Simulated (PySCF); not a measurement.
## `ClC=C=C(C#N)Cl`, C4HCl2N

Geometry (Å), atoms numbered from 1 in this order:
```xyz
8

N     2.6905    1.3501   -0.4396
C     1.8551    0.5976   -0.1582
C     0.8331   -0.3409    0.1884
Cl    1.4019   -1.9000    0.7068
C    -0.4461   -0.0476    0.1168
C    -1.7166    0.2398    0.0280
Cl   -2.6339    0.9176    1.3181
H    -2.2861    0.0678   -0.8914
```

Method used: PySCF 2.14.0, quadratic response CAM-B3LYP/def2-TZVPD first hyperpolarisability, Taylor convention, gas phase. Geometry: PBE0-D3(BJ)/def2-SVP.

(1) Give the tensor of the static β(0;0,0) in the axes of these coordinates.

Answers

(1) In au, Taylor convention; rows are the first index (the induced dipole):
|  | xx | yy | zz | xy | xz | yz |
| --- | --- | --- | --- | --- | --- | --- |
| x | +36.1 | +27.5 | +4.0 | -3.9 | +27.6 | -17.3 |
| y | -3.9 | -3.4 | +12.3 | +27.5 | -17.3 | +7.5 |
| z | +27.6 | +7.5 | -11.7 | -17.3 | +4.0 | +12.3 |

Norm of βᵢ = ⅓ Σⱼ (βᵢⱼⱼ + βⱼᵢⱼ + βⱼⱼᵢ): 71.8 au, hyper-Rayleigh value 34.7 au.
